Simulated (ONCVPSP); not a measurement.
# Building the ONCV potential for arsenic (As) (PBEsol, scalar-relativistic).

- Element: As
- Generator: ONCVPSP 4.0.1
- Type: optimised norm-conserving Vanderbilt (ONCV)
- Functional: PBEsol
- Relativity: scalar-relativistic
- Frozen core: [Ar] 3d10
- Valence charge: 5
- Reference configuration: 4s1.5 4p3.5
- Partial waves: 4s: rc 1.60 bohr, ncon 3, nbas 8, qcut 3.4 1/bohr, 2 projectors, debl 1.2 Ha; 4p: rc 1.60 bohr, ncon 3, nbas 7, qcut 5.8 1/bohr, local
- Local potential: the p channel
- Core correction: Teter function, fcfact 4.5, rcfact 1.2

Poles of the logarithmic derivatives, all-electron (AE) and pseudo (PS). s: poles at 2.4 (AE) and 2.4 (PS) Ha. p: poles at 3.4 (AE) and 3.0 (PS) Ha. Test radii: s 1.62, p 1.62 bohr.

- Cutoffs needed: 43 Ha and 92 Ha (the cutoffs (Ha) at which the residual kinetic energy of the hardest occupied pseudo-wave falls to 1 and 0.1 mHa per electron)
- Ghost test: no bound ghost flagged; no localised positive-energy state flagged
- Largest excitation error: -24 meV (all-electron minus pseudo) for 4s0 4p5, out of 4 test configurations
- rms error of d²Exc/dni dnj: 5.65 mHa without and 1.21 mHa with the model core
